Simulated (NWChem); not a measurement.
Molecule: C4H3Br; SMILES C#CC(=C)Br

Computed with NWChem. Coordinates come from a B3LYP/6-31G* (spherical d) optimisation. Ions are spin-unrestricted doublets at the neutral geometry; other ion states weren't tried.

For level PBE/def2-SVP:

```
Property                               Value
-------------------------------------  -----
vertical ionisation energy, ΔSCF (eV)   9.02
−ε(HOMO) (eV)                           6.11
```

Problem. How do the values read with level PBE0/def2-SVP instead?

Solution. 
* **vertical ionisation energy, ΔSCF (eV)**: 9.25
* **−ε(HOMO) (eV)**: 7.24
